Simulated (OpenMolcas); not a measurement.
## What dynamic correlation does to the levels of neutral antimony

```
Program             : OpenMolcas 26.06
Basis               : ANO-R2 [7s6p4d2f1g]
Scalar Hamiltonian  : X2C, finite nucleus
Active space        : 5 electrons in 8 orbitals (5s 5p 6s 6p)
State averaging     : 2S+1 = 4 odd, 1 root; 2S+1 = 2 odd, 8 roots; 2S+1 = 4 even, 3 roots; 2S+1 = 2 even, 9 roots
Spin-orbit coupling : state interaction with AMFI integrals over the reference wave functions, term energies averaged over their components
```

Methods on the same reference wave functions:
A. CASSCF
B. SS-CASPT2, IPEA 0.25 Eh, imaginary shift 0.1 Eh (closed shells correlated: 4d)

Energies in cm-1 above 5s2 5p3 4S* 3/2, the measured ground level; measured values from NIST Handbook of Basic Atomic Spectroscopic Data.

| Level | A | B | Measured |
| --- | --- | --- | --- |
| 5s2 5p3 4S* 3/2 | 0.0 | 0.0 | 0.0 |
| 5s2 5p3 2D* 3/2 | 11754 | 10580 | 8512 |
| 5s2 5p3 2D* 5/2 | 13187 | 11680 | 9854 |
| 5s2 5p3 2P* 1/2 | 18090 | 19050 | 16395 |
| 5s2 5p3 2P* 3/2 | 19824 | 20440 | 18464 |

Deviations, from unrounded energies. A percentage is the sum of absolute deviations over the sum of measured energies, with the sign that they share, or ± where signs differ.

```
                        Against measurement  Levels      A      B
             mean absolute deviation (cm-1)       4   2400   2100
other terms of the ground configuration (%)       4  +18.1  +16.0
```

B lies closest to measurement on these levels. The largest miss of B in the table is 5s2 5p3 2P* 1/2, by +2700 cm-1. The ranking rests on the paired levels alone, and a cruder setting can come out closer through cancelling errors.

From A to B the spin-free energies of the other terms of 5s2 5p3 shown, above 4S*, scale by factors of 0.88 to 1.06.

The lowest spin-free term lies below A's lowest term by 0.510 hartree in B.

CASPT2 does not keep the components of a term degenerate, so their means are used; among the terms shown or strongly mixed into the levels shown the widest spread is 110 cm-1 (5s2 5p3 2D*, B). The run also gave levels led by 5s2 5p2 6s, which use shells meant for correlation; these and all levels above them are left out. Some terms miss by over 15 % even with CASPT2, which points to a basis or an active space too small for the shells correlated (holds for B). Measured partners are found by configuration, term and J. A level has none where our copy of the source lacks it or the pairing is in doubt (some pairs that miss far off the trend of their configuration count as doubtful), and it then counts in no deviation. Only configurations of the active space appear. The table leaves out levels that lie high or whose names do not pair safely across all columns.

* marks odd parity.
